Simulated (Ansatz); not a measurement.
```xyz
13

C     0.9204   -1.9254   -0.3443
Al    0.0569   -0.1945   -0.0548
Si    1.1311    1.4136    1.4724
Si   -2.0500    0.4337   -1.1625
H     0.3591   -2.5839   -1.0105
H     1.9193   -1.7826   -0.7715
H     1.0662   -2.4466    0.6080
H     0.3797    2.6929    1.6169
H     2.5059    1.7610    1.0030
H     1.2827    0.8348    2.8411
H    -2.6025   -0.6199   -2.0623
H    -1.8663    1.6669   -1.9840
H    -3.1026    0.7499   -0.1517
```

The species carries charge 0 and has multiplicity 1.

(1) List the CAM-B3LYP/def2-TZVPP orbital energies in eV (Ansatz 0.2.0). (Estimate.)

## Answers

(1) Computed: Occupied: -1800.45, -1800.42, -1526.48, -278.15, -145.07, -145.05, -114.52, -100.40, -100.39, -100.37, -100.37, -100.37, -100.35, -75.27, -75.06, -75.03, -20.82, -16.67, -16.38, -12.76, -12.68, -12.06, -11.12, -11.07, -10.99, -10.95, -9.07, -8.27. Lowest empty: -1.07, 0.81, 0.93, 1.72, 1.80, 2.18, 2.69, 2.85.
